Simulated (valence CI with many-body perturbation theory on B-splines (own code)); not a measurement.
## E1 transitions of K VI

Level of theory: configuration interaction combined with many-body perturbation theory (CI+MBPT): four valence electrons over a frozen Dirac-Fock core [Ne], a basis of 11 s, 11 p, 10 d, 8 f, 5 g, 2 h functions for each j, with the one-electron correlation potential Σ1, the two-electron term Σ2, the three-electron term Σ3, Breit, model QED; selected CI, second order for the rest, scaled by the run's own slope (own B-spline code, finite nucleus).

Set against measurement, 25 paired levels are off by 128 cm⁻¹ on average, the worst by 501. These come from a selection out of Sansonetti, J. Phys. Chem. Ref. Data 37, 7 (2008). Levels without a partner in it may be off by more. Among the levels kept, up to 940 cm⁻¹ of a level comes from second order outside the variational space, and about a tenth of that is noise between levels of different J, which matters for small intervals.

Lines 201 to 250 of 562 in falling wavelength, among levels below 564960 cm⁻¹, chosen from the strongest by gf and those to the six lowest levels. Wavelengths and rates use the calculated energies, so an error of 100 cm⁻¹ moves a line at 501.2 Å by 0.05 % and its rate by three times that or more. Electric multipoles are in the length gauge, E1 and E2 with the static RPA response of the core. Weak lines are less certain than strong ones. Lines between different terms over intervals too small for the method are left out, as are lines whose strength nearly cancels. Where a level lies close to another of its J and parity, the split of strength between their lines is uncertain. The highest levels of a list are the least certain.

Names give the largest LS component (configuration and term), which can be under half, so a name can repeat, a term be missing and a line seem to break the LS rules; names also repeat where a configuration has a term twice. Letters in brackets count levels of one name in rising energy.

| λ vac (Å) | Upper | Lower | A (s⁻¹) | S (a.u.) with core polarisation | S without |
| --- | --- | --- | --- | --- | --- |
| 539.4 | 3s3p²3d ³F_4 [b] | 3s²3p3d ³F°_4 | 1.24e+09 | 8.66e-01 | 9.06e-01 |
| 539.3 | 3p³3d ⁵D°_1 | 3s3p²3d ⁵D_2 | 2.57e+09 | 5.97e-01 | 6.24e-01 |
| 539.1 | 3p³3d ⁵D°_2 | 3s3p²3d ⁵D_2 | 7.50e+08 | 2.90e-01 | 3.03e-01 |
| 538.9 | 3p³3d ⁵D°_3 | 3s3p²3d ⁵D_2 | 1.13e+09 | 6.12e-01 | 6.40e-01 |
| 538.8 | 3p³3d ⁵D°_0 | 3s3p²3d ⁵D_1 | 4.16e+09 | 3.21e-01 | 3.35e-01 |
| 538.6 | 3p³3d ⁵D°_2 | 3s3p²3d ⁵D_1 | 1.36e+09 | 5.26e-01 | 5.49e-01 |
| 538.5 | 3p³3d ⁵D°_1 | 3s3p²3d ⁵D_0 | 1.30e+09 | 3.01e-01 | 3.15e-01 |
| 538.4 | 3s3p²3d ³F_3 [b] | 3s²3p3d ³F°_3 | 1.27e+09 | 6.84e-01 | 7.15e-01 |
| 537.7 | 3s3p²3d ³F_2 [b] | 3s²3p3d ³F°_2 | 1.49e+09 | 5.71e-01 | 5.97e-01 |
| 534.7 | 3s²3p4p ³D_3 | 3s²3p3d ³P°_2 | 1.96e+09 | 1.04e+00 | 1.08e+00 |
| 524.8 | 3s²3p4p ³P_2 | 3s²3p3d ³P°_1 | 9.03e+08 | 3.22e-01 | 3.42e-01 |
| 524.5 | 3s3p²3d ³D_1 [d] | 3s²3p3d ³P°_0 | 3.69e+09 | 7.89e-01 | 8.21e-01 |
| 523.5 | 3s3p²3d ³D_2 [d] | 3s²3p3d ³P°_1 | 4.03e+09 | 1.43e+00 | 1.48e+00 |
| 523.1 | 3s3p²3d ³D_1 [d] | 3s²3p3d ³P°_1 | 2.12e+09 | 4.48e-01 | 4.66e-01 |
| 522.3 | 3p³3d ³P°_2 [b] | 3s3p²3d ³P_2 [a] | 2.21e+09 | 7.77e-01 | 8.11e-01 |
| 521.8 | 3s3p²3d ¹F_3 [b] | 3s²3p3d ¹F°_3 | 8.25e+09 | 4.05e+00 | 4.23e+00 |
| 521.7 | 3s²3p4p ³P_2 | 3s²3p3d ³P°_2 | 1.60e+09 | 5.62e-01 | 5.71e-01 |
| 521.1 | 3s3p²3d ³D_3 [d] | 3s²3p3d ³P°_2 | 4.56e+09 | 2.23e+00 | 2.32e+00 |
| 518.8 | 3s3p²3d ¹D_2 [b] | 3s²3p3d ¹D°_2 | 6.50e+09 | 2.24e+00 | 2.33e+00 |
| 516.3 | 3p³3d ⁵D°_4 | 3s3p²3d ⁵F_5 | 6.04e+09 | 3.69e+00 | 3.85e+00 |
| 514.1 | 3p³3d ⁵D°_3 | 3s3p²3d ⁵F_4 | 5.33e+09 | 2.50e+00 | 2.61e+00 |
| 513.9 | 3p³3d ⁵D°_4 | 3s3p²3d ⁵F_4 | 1.10e+09 | 6.60e-01 | 6.89e-01 |
| 512.4 | 3p³3d ⁵D°_2 | 3s3p²3d ⁵F_3 | 4.71e+09 | 1.57e+00 | 1.63e+00 |
| 512.3 | 3p³3d ¹P°_1 | 3p⁴ ¹S_0 | 1.39e+09 | 2.76e-01 | 2.88e-01 |
| 512.2 | 3p³3d ⁵D°_3 | 3s3p²3d ⁵F_3 | 1.89e+09 | 8.78e-01 | 9.16e-01 |
| 511.2 | 3p³3d ⁵D°_1 | 3s3p²3d ⁵F_2 | 4.64e+09 | 9.18e-01 | 9.57e-01 |
| 511.0 | 3p³3d ⁵D°_2 | 3s3p²3d ⁵F_2 | 2.36e+09 | 7.77e-01 | 8.10e-01 |
| 510.3 | 3p³3d ⁵D°_0 | 3s3p²3d ⁵F_1 | 7.24e+09 | 4.75e-01 | 4.95e-01 |
| 510.3 | 3p³3d ⁵D°_1 | 3s3p²3d ⁵F_1 | 2.63e+09 | 5.17e-01 | 5.39e-01 |
| 504.2 | 3s²3p3d ³F°_2 | 3s²3p² ¹D_2 | 1.05e+07 | 3.31e-03 | 3.44e-03 |
| 501.2 | 3s3p³ ³S°_1 | 3s²3p² ¹D_2 | 4.11e+08 | 7.65e-02 | 7.95e-02 |
| 501.1 | 3s3p²4p ⁵P°_2 | 3s3p²3d ⁵P_3 | 8.63e+08 | 2.68e-01 | 2.65e-01 |
| 495.5 | 3s3p²4p ⁵S°_2 | 3s3p²3d ⁵P_1 | 1.40e+09 | 4.21e-01 | 4.18e-01 |
| 495.1 | 3s3p²3d ¹D_2 [c] | 3s²3p3d ¹P°_1 | 6.44e+09 | 1.93e+00 | 2.01e+00 |
| 494.4 | 3s3p²4p ⁵S°_2 | 3s3p²3d ⁵P_2 | 1.98e+09 | 5.90e-01 | 5.85e-01 |
| 492.7 | 3s3p²4p ⁵S°_2 | 3s3p²3d ⁵P_3 | 2.10e+09 | 6.19e-01 | 6.15e-01 |
| 491.7 | 3p³3d ³D°_3 [a] | 3p⁴ ³P_2 | 1.43e+09 | 5.89e-01 | 6.11e-01 |
| 490.5 | 3s3p²3d ³D_3 [c] | 3s²3p3d ³F°_4 | 9.84e+09 | 4.01e+00 | 4.16e+00 |
| 489.9 | 3s3p²3d ³D_2 [c] | 3s²3p3d ³F°_3 | 1.01e+10 | 2.92e+00 | 3.02e+00 |
| 488.6 | 3s3p²3d ³D_1 [c] | 3s²3p3d ³F°_2 | 1.21e+10 | 2.09e+00 | 2.16e+00 |
| 487.6 | 3s3p³ ¹P°_1 | 3s²3p² ¹D_2 | 1.14e+10 | 1.95e+00 | 2.03e+00 |
| 487.4 | 3s3p²3d ³D_2 [c] | 3s²3p3d ³F°_2 | 1.78e+09 | 5.10e-01 | 5.29e-01 |
| 487.1 | 3s3p²3d ³P_2 [a] | 3s3p³ ³P°_2 | 1.75e+09 | 5.00e-01 | 5.22e-01 |
| 487.1 | 3s3p²3d ³D_3 [c] | 3s²3p3d ³F°_3 | 1.69e+09 | 6.77e-01 | 7.02e-01 |
| 483.5 | 3s3p²3d ³P_1 [a] | 3s3p³ ³P°_2 | 1.50e+09 | 2.52e-01 | 2.62e-01 |
| 483.1 | 3s3p²3d ³F_3 [c] | 3s²3p3d ³F°_4 | 1.86e+09 | 7.23e-01 | 7.51e-01 |
| 482.1 | 3s3p²3d ³F_4 [c] | 3s²3p3d ³F°_4 | 8.60e+09 | 4.28e+00 | 4.46e+00 |
| 480.6 | 3s3p²3d ³F_2 [c] | 3s²3p3d ³F°_3 | 1.45e+09 | 3.98e-01 | 4.14e-01 |
| 479.8 | 3s3p²3d ³F_3 [c] | 3s²3p3d ³F°_3 | 6.59e+09 | 2.51e+00 | 2.62e+00 |
| 479.4 | 3s3p²3d ³P_2 [c] | 3s²3p3d ³D°_3 | 9.76e+09 | 2.65e+00 | 2.76e+00 |
